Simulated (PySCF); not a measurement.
Run record: geometry optimisation, `C(C)BNB`.

Computed with PBE0-D3(BJ)/def2-SVP geometry optimisation, gas phase (PySCF 2.14.0). Start geometry: GFN2-xTB. The command runs a driver script over a list of jobs; the input below is this job's line of settings and its coordinates in Å.

Command:
```bash
OMP_NUM_THREADS=1 python probes_run.py task.json out
```

Input:
```
{"job": {"xc": "PBE0", "basis": "def2-SVP", "d3": "d3bj", "grid": 1, "shake": 0.01, "kind": "geom"}, "charge": 0, "multiplicity": 1}
B      2.511910    -0.025180     0.763100
N      1.121300     0.088850     0.432110
B      0.491970     0.852930    -0.592460
C     -1.024650     0.832440    -0.812470
C     -1.884420    -0.055310     0.124090
H      2.821160    -0.686710     1.642850
H      3.277850     0.613350     0.138430
H      0.512930    -0.454620     0.996940
H      1.187610     1.524350    -1.252320
H     -1.437940     1.853270    -0.738170
H     -1.266910     0.516750    -1.830420
H     -2.936830     0.018260    -0.094700
H     -1.613900    -1.082940     0.039640
H     -1.767250     0.269490     1.175620
```

Question: Estimate the output.

Answer: 
```
step   0  E = -185.76902603  max force = 0.036292
step   1  E = -185.77615872  max force = 0.010506
step   2  E = -185.77675374  max force = 0.003778
step   3  E = -185.77695241  max force = 0.002749
step   4  E = -185.77702920  max force = 0.002100
step   5  E = -185.77708909  max force = 0.001740
step   6  E = -185.77711881  max force = 0.000484
step   7  E = -185.77713170  max force = 0.000204
optimisation converged
```

Energies in Eh; «max force» is the largest Cartesian gradient component in Eh/bohr.

Question: Give the first gradient maximum in eV/Å.

Answer: With 1 Eh/bohr = 51.422 eV/Å, 1.866 eV/Å.

Question: How much energy does the optimisation release, in kcal/mol?

Answer: E(step 0) − E(last step) = 0.008106 Eh, which is 5.1 kcal/mol.

Summary of the converged run: final energy -185.77713 Eh after 7 steps; dipole 1.74 D.

Question: Where do the atoms end?

Answer: 0.054 Å rms from the input after alignment:
```
atom  x, y, z in Å
B1     2.4657    0.2158    0.9137
N2     1.1013    0.1665    0.5402
B3     0.4928    0.8290   -0.5683
C4    -1.0418    0.7108   -0.8798
C5    -1.8901   -0.1721    0.0263
H6     2.8341   -0.3955    1.8910
H7     3.2335    0.8699    0.2505
H8     0.4882   -0.3958    1.1254
H9     1.2125    1.5012   -1.2730
H10   -1.4354    1.7458   -0.9008
H11   -1.1283    0.3906   -1.9360
H12   -2.9524   -0.1682   -0.2617
H13   -1.5559   -1.2225    0.0001
H14   -1.8452    0.1594    1.0773
```

Question: How long does this job take on one thread of an Intel Xeon 6975P-C, shared host with 192 logical CPUs at a one-minute load of 112? And the peak memory of the process?

Answer: About 28 s, with 0.48 GiB resident at the peak, the Python interpreter and its libraries included.
Labels such as C1 count atoms from 1, the log's own numbers from 0.
